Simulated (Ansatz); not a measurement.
Input file for `O=C(O[SiH3])[SiH2]F`:

```yaml
crystal:
  periodic: [false, false, false]
  atoms:
    - {symbol: O, position_ang: [-1.178276, 0.209473, -0.973129]}
    - {symbol: C, position_ang: [-0.210908, 0.383834, -0.272429]}
    - {symbol: O, position_ang: [0.352044, -0.595957, 0.435505]}
    - {symbol: Si, position_ang: [-0.333381, -2.150515, 0.336176]}
    - {symbol: Si, position_ang: [0.557700, 2.128491, -0.165382]}
    - {symbol: F, position_ang: [1.810992, 2.148607, 0.819185]}
    - {symbol: H, position_ang: [-1.724341, -2.126623, 0.838141]}
    - {symbol: H, position_ang: [0.535460, -2.948337, 1.227771]}
    - {symbol: H, position_ang: [-0.263374, -2.650160, -1.054055]}
    - {symbol: H, position_ang: [-0.482547, 3.041504, 0.353448]}
    - {symbol: H, position_ang: [1.001931, 2.502782, -1.524731]}
basis:
  gaussian: {orbitals: def2-TZVPP}
correlation: {method: ccsd_t}
```

```sh
$ ansatz run in.yaml --threads 4 --pin off --events-out ev --progress --plain --max-ram 10444MiB
```

Log, shortened:

```
Functional definition: HF
1682 factors; integrals over basis functions are off by at most 7.7e-4 eV
mean field evaluation 1: about -23615.9816 eV, gradient 4.9e1 eV
mean field evaluation 2: about -23616.3449 eV, gradient 4.9e1 eV
mean field evaluation 4: about -23621.2840 eV, gradient 4.5e0 eV
mean field evaluation 8: about -23621.3843 eV, gradient 6.3e-1 eV
mean field evaluation 16: about -23621.3867 eV, gradient 8.2e-6 eV
mean field -23621.38666976 eV, -868.0699489628 hartree, gradient 8.2e-6 eV, S^2 0.000000; 0 other end points of the search recorded, 0 dependent functions left out
14 core orbitals not correlated: weight in the atoms' cores, before any rotation towards them, 1.000 or more for the frozen orbitals, at most 0.000 for the correlated occupied ones
reference -23621.38666976 eV, -868.0699489628 hartree; 18, 18 occupied and 246, 246 virtual orbitals, 1682 factors
second order -30.11340612 eV of doubles, -0.00000000 eV of singles
cycle   1  -30.02720645 eV  change    8.6e-2 eV  update   1.4e-1
cycle   2  -30.86194613 eV  change   -8.3e-1 eV  update   4.5e-2
cycle   3  -31.08124370 eV  change   -2.2e-1 eV  update   2.4e-2
cycle   4  -31.05312968 eV  change    2.8e-2 eV  update   5.7e-3
cycle   5  -31.04943002 eV  change    3.7e-3 eV  update   2.9e-3
cycle   6  -31.05171906 eV  change   -2.3e-3 eV  update   8.5e-4
cycle   7  -31.05139909 eV  change    3.2e-4 eV  update   3.3e-4
cycle   8  -31.05120456 eV  change    1.9e-4 eV  update   1.1e-4
cycle   9  -31.05126755 eV  change   -6.3e-5 eV  update   4.2e-5
cycle  10  -31.05127101 eV  change   -3.5e-6 eV  update   1.8e-5
perturbative correction -1.17814109 eV, -0.0432958865 hartree
Total energy: -23653.61608186 eV, -869.2543580117 hartree
```

Hardware: 4 threads of an Arm Neoverse V2 on a shared host. Wall time 4.2 min, peak host memory 7.9 GiB.

The correlation energy is -32.229 eV, 3.7 % of it from (T); the T1 diagnostic reads 0.0155.
